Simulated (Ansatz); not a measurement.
Stepwise reaction of `N[SiH2]N` with hydrogen chloride, as a gas-phase model of exchange steps in deposition or etching. ΔE in kJ/mol; ΔG adds harmonic PBE0-D4 terms to CCSD(T)/CBS, at 1 bar.

Gas-phase electronic energies from Ansatz, PBE0-D4/def2-TZVP geometries. CCSD(T)/CBS is the MP2 limit (def2-TZVPP, def2-QZVPP) plus CCSD(T) − MP2 in def2-TZVPP, frozen cores. This one scheme is used for every species. DFT in def2-TZVPP. B3LYP here is the variant with VWN-RPA as its local correlation; programs differ in this. One conformer a species, not always the lowest.

```json
{"step": "2", "reaction": "`N[SiH](N)Cl` + HCl → `N[Si](N)(Cl)Cl` + H₂", "PBE-D4": "-89.7", "B3LYP-D4": "-88.5", "ωB97M-V": "-90.3", "CCSD(T)/CBS": "-87.9", "ΔG(400 K)": "-80.3"}
```

**Question.** Give the row of step 1, `N[SiH2]N` + HCl → `N[SiH](N)Cl` + H₂. (Best estimate.)

**Answer.** Ansatz gave: 
| step | reaction | PBE-D4 | B3LYP-D4 | ωB97M-V | CCSD(T)/CBS | ΔG(400 K) |
| --- | --- | --- | --- | --- | --- | --- |
| 1 | `N[SiH2]N` + HCl → `N[SiH](N)Cl` + H₂ | -101.6 | -100.7 | -102.8 | -101.1 | -97.5 |

**Question.** By hand: ΔE of the 2 steps together at CCSD(T)/CBS.

**Answer.** (-101.1) + (-87.9) = -189.0 kJ/mol, or -94.5 kJ/mol a step.

In ΔE each step is higher than the one before. All are downhill at CCSD(T)/CBS. ΔG lies between -97.5 and -80.3 kJ/mol a step. PBE-D4 differs from CCSD(T)/CBS by -1.8 to -0.5 kJ/mol a step. Isolated molecules leave out the surface, adducts and barriers. Largest T1 diagnostic: 0.010.
